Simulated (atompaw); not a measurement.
**Before and after: PAW (atompaw) potential for Cl**

- Element: Cl
- Generator: atompaw 4.2.0.5
- Type: PAW
- Functional: LDA (PW92)
- Relativity: scalar-relativistic
- Frozen core: [Ne]
- Valence charge: 7
- Reference configuration: 3s2 3p4 (charge +1)
- Partial waves: 3s (bound): rc 1.30 bohr; 3s channel at -1.15 Ry: rc 1.30 bohr; 3p (bound): rc 1.35 bohr; 3p channel at -0.75 Ry: rc 1.35 bohr; 3d channel at -0.05 Ry: rc 1.10 bohr
- Local potential: vpsmatchnc scheme with l = 3 at 1 Ry, radius 1.15 bohr
- Core correction: smooth core density matched at 0.75 bohr
- Augmentation charge: sinc compensation charge, radius 1.20 bohr; PAW radius 1.35 bohr; waves and projectors: custom rrkj gramschmidtortho

All-electron outer shells of the reference configuration (LDA (PW92), scalar-relativistic, ld1.x):

| shell | level (eV) | outermost node (bohr) | outermost maximum (bohr) |
| --- | --- | --- | --- |
| 3s | -32.06 | 0.56 | 1.26 |
| 3p | -19.51 | 0.53 | 1.39 |

Change: all radii scaled by about 0.78 (s 1.02, p 1.06, d 0.86 bohr); local potential vpsmatchnc scheme with l = 3 at 1 Ry, radius 0.90 bohr; augmentation sinc compensation charge, radius 0.94 bohr; PAW radius 1.06 bohr; waves and projectors: custom rrkj gramschmidtortho; core correction smooth core density matched at 0.60 bohr.

Cutoffs: the cutoffs (Ry, on a coarse ladder) from which the occupation-weighted sum of valence levels, in a spherical-Bessel basis at the reference potential, stays within 10 and 1 mRy of its value at 400 Ry; they do not see the model core or the augmentation charge, which bear on the density cutoff.

What does the change do?

The potential gets harder (25 Ry and 45 Ry → 50 Ry and 80 Ry); a bound ghost appears in p, s, which as a rule spoils a file. A smaller radius makes the pseudo-wave follow the all-electron one further in, where it bends more sharply, so more plane waves are needed.

| quantity | base | changed |
| --- | --- | --- |
| cutoff, loose | 25 Ry | 50 Ry |
| cutoff, tight | 45 Ry | 80 Ry |
| loose cutoff by channel (10 mRy a level) | s 18 Ry, p 18 Ry | s 35 Ry, p 12 Ry |
| bound ghosts | none | s, p |
| lowest overlap eigenvalue by channel | s 0.37, p 0.69, d 1.00 | s 0.67, p 0.77, d 1.00 |

 A true bound ghost makes a file unfit for plane-wave use even where its test errors are small: the radial tests pick states by their node count and pass the ghost by. The cutoffs see the waves, projectors and local potential, not the compensation charge or the core.
